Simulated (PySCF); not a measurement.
# Ar²⁺: excitation energy

Ar²⁺ [Ne] 3s2 3p4 (3P) → Ar²⁺ [Ne] 3s1 3p4 4s1 (5P), as a difference of total energies. All numbers are calculated (PySCF 2.14, the non-relativistic Hamiltonian (point nucleus), in aug-cc-pwCVTZ). Correlated levels: nothing frozen. The calculations carry no spin-orbit coupling.

| method | excitation energy (cm⁻¹) |
| --- | --- |
| UHF | 291030 |
| MP2 (all electrons) | 292350 |
| SCS-MP2 (all electrons) | 293790 |
| CCSD (all electrons) | 289840 |
| CCSD(T) (all electrons) | 285010 |

A first-order spin-orbit estimate (lowest level to lowest level, LS coupling) adds -0.007 eV.

The promoted electron is Rydberg-like, and one or two diffuse shells describe it only roughly, which tends to raise the upper state.

The coupled-cluster amplitudes are large for the upper state (T1 above 0.03 or a double amplitude above 0.15), so a single reference is strained.
